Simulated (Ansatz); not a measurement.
This geometry of BrH + Cl3H3NOTa (11 atoms, charge 0, multiplicity 1) is a first-order saddle point.

Computed with RKS PBE/def2-SVP (Ansatz).

```xyz
11
Properties=species:S:1:pos:R:3
Ta -0.242 -0.218 0.035
O 1.911 -0.434 0.147
H 2.328 -0.900 0.901
Cl -0.140 0.210 2.318
N 0.018 0.972 -1.462
H -0.415 0.896 -2.392
H 0.664 1.789 -1.345
Cl -2.564 -0.099 0.012
Cl -0.258 -2.422 -0.643
Br 2.158 2.466 0.307
H 2.262 0.617 0.189
```

(1) Which two structures does it join? (They come from a converged band through this point; their orientation in space is the band's.)

(2) How far does it lie above each of them?

Answers

(1) Bonds broken: Br10–H11. Bonds formed: Ta1–Br10, O2–H11. BrH + Cl3H3NOTa becomes BrCl3H4NOTa.

Initial state:

```xyz
11
Properties=species:S:1:pos:R:3
Ta -0.333 -0.430 0.105
O 1.502 -0.138 0.731
H 1.792 0.108 1.630
Cl -0.934 -0.126 2.366
N -0.082 1.094 -1.090
H -0.790 1.441 -1.746
H 0.813 1.603 -1.180
Cl -2.611 -0.484 -0.459
Cl 0.168 -2.459 -0.898
Br 3.461 1.615 -1.120
H 2.737 0.654 -0.271
```

Final state:

```xyz
11
Properties=species:S:1:pos:R:3
Ta -0.190 0.260 0.095
O 2.070 -0.381 0.320
H 2.098 -0.716 1.247
Cl -0.009 -0.448 2.402
N 0.271 0.671 -1.802
H 0.304 -0.035 -2.547
H 0.610 1.576 -2.148
Cl -2.399 0.906 0.207
Cl -0.456 -1.944 -0.650
Br 0.835 2.538 0.598
H 2.589 0.451 0.345
```

(2) 10.3 kcal/mol above the first and 19.3 kcal/mol above the second. This is the barrier of this one path; another mechanism may lie lower. The orbitals stay closed-shell, which can raise the energy where a bond breaks towards radicals; this wasn't checked here.

Time of the run: 7.3 min on 4 threads of Intel(R) Xeon(R) 6975P-C (Granite Rapids), with other jobs on the host, peak memory 0.34 GiB.
